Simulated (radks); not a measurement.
All-electron atom: Bi XXXIII in [Kr] 4d10 4f5 (the NIST ground configuration).

Method: scalar-relativistic Kohn-Sham, r2SCAN, spin-polarised, spherical densities, finite nucleus; open shells are filled with parallel spins first (spin-orbit coupling, left out, can overturn this in heavy ions); meta-GGA in the generalised Kohn-Sham scheme; Fermi nuclear charge, rms radius 5.5211 fm; computed with a radial shooting solver on a logarithmic mesh with Libxc functionals.

Energy parts (hartree):
part                       energy
total                 -21000.0869
kinetic                23871.2199
electron-nucleus      -50274.8420
Hartree                 5752.8226
exchange-correlation    -349.2874

Orbitals (lengths in bohr, moments of r in powers of bohr):
| orbital | occ. | eigenvalue (hartree) | <1/r> |
|---|---|---|---|
| 1s down | 1 | -3376.513 | 103.2 |
| 1s up | 1 | -3376.512 | 103.2 |
| 2s up | 1 | -642.5495 | 24.27 |
| 2s down | 1 | -642.5449 | 24.27 |
| 2p up | 3 | -555.8088 | 21.22 |
| 2p down | 3 | -555.8035 | 21.22 |
| 3s up | 1 | -187.4989 | 9.028 |
| 3s down | 1 | -187.1756 | 9.042 |
| 3p up | 3 | -162.5787 | 8.145 |
| 3p down | 3 | -162.2473 | 8.158 |
| 3d up | 5 | -137.5746 | 7.623 |
| 3d down | 5 | -137.3217 | 7.634 |
| 4s up | 1 | -72.68177 | 4.070 |
| 4s down | 1 | -72.23101 | 4.056 |
| 4p up | 3 | -64.02051 | 3.710 |
| 4p down | 3 | -63.59594 | 3.696 |
| 4d up | 5 | -54.31693 | 3.419 |
| 4d down | 5 | -53.88398 | 3.405 |
| 4f up | 5 | -44.18448 | 3.152 |
| 4f down | 0 | -43.67489 | 3.142 |

The highest occupied level is 4f up at -1202.3 eV. The density falls to 0.001 e/bohr^3 at r = 1.13 bohr. The electron density at the nucleus is 3.209e+06 e/bohr^3 (large components only). For comparison, the ionisation energy in NIST's Atomic Spectra Database is 1250 eV (theoretical). In exact Kohn-Sham theory the highest level is minus the ionisation energy, but local and semilocal functionals leave it too shallow, through self-interaction and a potential that decays too fast; potentials with the right tail come closer.
